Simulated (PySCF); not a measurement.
Precursor series metal swap MX4 OH. Isolated molecules, 0 K electronic values unless said otherwise. One relaxed conformer stands for each flexible species; it need not be the lowest.

These are B3LYP-D3(BJ)/def2-TZVP // BP86-D3(BJ)/def2-SVP (PySCF 2.14.0) values and carry that method's errors. All candidates: neutral, multiplicity 1. B3LYP has the VWN-RPA correlation part, as in Gaussian. 

- LUMO = -1.22 eV
- HOMO–LUMO gap = 7.81 eV
- HOMO = -9.03 eV

### Question
Which member has these values?
A. [Nb(=O)(OH)3]
B. [Ti(OH)4]
C. [Hf(OH)4]
D. [Ta(=O)(OH)3]

### Answer
A, [Nb(=O)(OH)3]. The others give [Ta(=O)(OH)3]: -0.70 eV, 8.26 eV, -8.96 eV; [Ti(OH)4]: -1.59 eV, 7.16 eV, -8.75 eV; [Hf(OH)4]: -0.23 eV, 7.89 eV, -8.12 eV
